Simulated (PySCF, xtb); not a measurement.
Relative energy of two structures of AlH5SSn

Structure X is a singlet given by its coordinates and structure Y is a singlet given by its coordinates. Both are isolated molecules in the gas phase, relaxed with PBE0-D4/def2-SVP.

X (Å):

```
atom    x (Å)    y (Å)    z (Å)
  Al   1.0079  -1.0751  -1.2568
   S  -0.6426   0.1045  -0.0072
  Sn   1.3555   1.5730  -1.1018
   H   0.4020  -1.5174  -2.6516
   H   1.9714  -1.9009  -0.3061
   H   1.8416   2.4074   0.3354
   H   0.3785   2.7474  -1.9113
   H  -0.0159  -0.0211   1.1850
```

Close contacts (Å): Al1–S2 2.38, Al1–Sn3 2.68, S2–Sn3 2.71, Al1–H4 1.58, Al1–H5 1.59, S2–H8 1.35, Sn3–H6 1.73, Sn3–H7 1.73.

Y (Å):

| atom | x (Å) | y (Å) | z (Å) |
| --- | --- | --- | --- |
| Al | 1.1194 | -0.7402 | -1.1800 |
| S | 2.3214 | 1.2715 | -0.9004 |
| Sn | 0.4791 | 1.3105 | 1.0230 |
| H | 0.2799 | -0.6491 | -2.5252 |
| H | 1.9917 | -1.9618 | -0.6780 |
| H | 1.6270 | 1.9893 | -1.8128 |
| H | -0.0384 | -0.3112 | 0.0737 |
| H | 1.6283 | 0.2773 | 1.8974 |

Close contacts (Å): Al1–S2 2.36, Al1–Sn3 3.08, S2–Sn3 2.66, Al1–H4 1.59, Al1–H5 1.58, Al1–H7 1.76, S2–H6 1.35, Sn3–H7 1.95, Sn3–H8 1.78.

Q: Estimate E(Y) − E(X) at the level CCSD(T)/def2-SVP + ΔMP2/def2-TZVPP.

A: Calculated at CCSD(T)/def2-SVP + ΔMP2/def2-TZVPP: E(Y) − E(X) = −52.3 kJ/mol, so structure Y lies lower.

Level by level:

```
                             level          geometry  E(Y) − E(X) (kJ/mol)  departure from the last row (kJ/mol)  job, with rough time for the two
                  PBE0-D4/def2-SVP  PBE0-D4/def2-SVP                   −48.5                                  +3.8             optimisation, 2.5 min
                       HF/def2-SVP  PBE0-D4/def2-SVP                   −48.8                                  +3.5           part of the CCSD(T) run
                      MP2/def2-SVP  PBE0-D4/def2-SVP                   −45.8                                  +6.5           part of the CCSD(T) run
                  CCSD(T)/def2-SVP  PBE0-D4/def2-SVP                   −48.8                                  +3.4                      single point
CCSD(T)/def2-SVP + ΔMP2/def2-TZVPP  PBE0-D4/def2-SVP                   −52.3                                                      single point, 85 s
```

The levels shown agree on the order. The largest departure from CCSD(T)/def2-SVP + ΔMP2/def2-TZVPP is that of MP2/def2-SVP, 6.5 kJ/mol. No reliable frequencies are at hand for X, so it isn't confirmed as a minimum. Levels run at GFN2-xTB geometries aren't shown. The last row adds to CCSD(T) the change of the MP2 difference between the two basis sets, here −3.4 kJ/mol.

The correlated steps freeze 14 core orbitals; the filled d shell of Sn is correlated, in a basis made for valence electrons. Atoms past krypton carry core potentials in the def2 sets and no spin–orbit term is included. Codes used: PySCF 2.14.0, xtb 6.7.1; the last row on 2 threads of Arm Neoverse V1 on a shared host.
